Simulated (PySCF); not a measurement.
## Which determinant of InBi lies lowest?

Unrestricted PBE0; PySCF, scalar-relativistic core potentials, basis sets In cc-pVDZ-PP with ECP28, Bi cc-pVDZ-PP with ECP60. Outer shells of the fragments: In 4d10 5s2 5p1; Bi 5d10 6s2 6p3.

Followed along the bond (rough minima from three points):

```
2Ms+1  unpaired  ⟨S²⟩ at the start  R at minimum (Å)  Te (eV)
    3      π ↑↑               2.01              3.04     0.00
    1      π ↑↓               1.00              3.03     0.30
    3  σ ↑, π ↑               2.02              2.81     0.31
    1  σ ↓, π ↑               1.02              2.79     0.51
    1      none               0.00              3.01     1.06
```

Solutions found at the starting distance of 2.850 Å, counted from the lowest of them; the search is not exhaustive and high or unbound solutions are not listed, so other states can lie among these:

| 2Ms+1 | unpaired | term | E (eV) | ⟨S²⟩ | ⟨Lz²⟩ | μ (D) |
| --- | --- | --- | --- | --- | --- | --- |
| 3 | π ↑↑ | ³Σ⁻ | 0.00 | 2.01 | 0.00 | -0.91 |
| 3 | σ ↑, π ↑ | ³Π | 0.23 | 2.02 | 1.01 | -2.17 |
| 1 | π ↑↓ | mixed | 0.29 | 1.00 | 2.01 | -0.81 |
| 1 | σ ↓, π ↑ | mixed | 0.44 | 1.02 | 1.01 | -2.16 |
| 1 | none | mixed | 1.05 | 0.00 | 2.00 | -0.43 |
| 5 | σ ↑, π ↑↑↑ | ⁵Π | 1.55 | 6.01 | 1.00 | 1.66 |

A term symbol is given only where ⟨S²⟩ and ⟨Lz²⟩ are close to those of a pure state; the other rows mix spins, or terms through real π, δ and φ orbitals. A positive dipole means In(−)Bi(+).

These are scalar-relativistic numbers at best; spin–orbit coupling would shift them, the dissociation energy most.
